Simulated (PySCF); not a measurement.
Some computed properties have been withheld. Give your best values.

Compound: C3H9NOSi2.
Structure used (GFN2-xTB), in Å, numbered top down from 1:
```
atom  x, y, z in Å
O1     0.170    2.351    0.749
Si2   -0.208    1.208   -0.344
C3    -1.939    0.424   -0.285
C4    -1.636   -1.032   -0.079
C5    -0.352   -1.348    0.029
N6     0.592   -0.323   -0.040
Si7    2.299   -0.586    0.062
H8     0.080    2.193    1.686
H9     0.226    1.839   -1.580
H10   -2.569    0.804    0.524
H11   -2.507    0.567   -1.205
H12   -2.428   -1.758   -0.019
H13    0.021   -2.347    0.183
H14    2.841    0.361    1.040
H15    2.479   -1.965    0.517
H16    2.923   -0.378   -1.249
```

```csv
property,level,value
point group of the GFN2-xTB geometry,GFN2-xTB,?
"rotational constants A, B, C of the GFN2-xTB geometry",GFN2-xTB,"2.472, 1.660, 1.080 GHz"
dipole moment,CAM-B3LYP/def2-SVPD,1.20 D
HOMO energy,CAM-B3LYP/def2-SVPD,-7.20 eV
LUMO energy,CAM-B3LYP/def2-SVPD,?
lowest singlet excitation,TDDFT CAM-B3LYP/def2-SVPD,?
strongest line among the 8 lowest singlet transitions,TDDFT CAM-B3LYP/def2-SVPD,"S7 at 6.82 eV (182 nm, f = 0.068)"
lowest triplet excitation (Tamm–Dancoff),TDA CAM-B3LYP/def2-SVPD,?
static isotropic polarisability,CAM-B3LYP/def2-SVPD,?
electronic spatial extent ⟨r²⟩ about the centre of nuclear charge,CAM-B3LYP/def2-SVPD,?
13C chemical shifts (computed TMS as zero) by class,GIAO PBE0/pcSseg-1,"146.2 (C5), 107.0 (C4), 19.2 (C3) ppm"
1H chemical shifts (computed TMS as zero) by class,GIAO PBE0/pcSseg-1,"6.00 (H13), 5.27 (H9), 5.02 (H12), 4.85 (H14/H15/H16), 1.75 (H8), 1.60 (H11), 1.52 (H10) ppm"
"isotropic shieldings of nuclei other than C and H, by class",GIAO PBE0/pcSseg-1,?
```

Gas-phase values; electronic properties from PySCF, density fitting. Geometry: GFN2-xTB, one conformer, isolated molecule. GFN2-xTB frequencies show an imaginary mode (45i cm⁻¹), so this geometry is no minimum at that level. NMR classes are plain means over equivalent atoms (diastereotopic ones count apart unless rotation or inversion swaps them), as if these changed places fast; in this geometry the members of some classes differ.

Q: What is the lowest singlet excitation?

A: 5.36 eV (231 nm, f = 0.005).

Q: The static isotropic polarisability?

A: 92.6 au.

Q: What is the LUMO energy?

A: 0.89 eV.

Q: What is the point group of the GFN2-xTB geometry?

A: C1.

Q: Give the isotropic shieldings of nuclei other than C and H, by class.

A: 188 (N6), 287 (O1), 349 (Si2), 401 (Si7) ppm.

Q: Give the electronic spatial extent ⟨r²⟩ about the centre of nuclear charge.

A: 1134 bohr².

Q: The lowest triplet excitation (Tamm–Dancoff)?

A: 3.96 eV.

The principal polarisabilities are 74.8, 92.1 and 110.8 au; their mean is the isotropic value. The largest Löwdin shares of the HOMO are 0.30 on C4, 0.28 on N6, 0.20 on C5 and 0.05 on C3. The dipole matches unit charges of opposite sign 0.25 Å apart (1 e·Å = 4.8032 D). The polarisability is 13.72 Å³ as a volume (1 au = 0.148185 Å³), or 1.32 au for each of the 70 electrons.

For the NMR shielding job (PBE0/pcSseg-1), on one thread of an Arm Neoverse N1, on a shared host, this took 51 s (grids of density and orbitals included) and 0.82 GiB of memory at its peak.
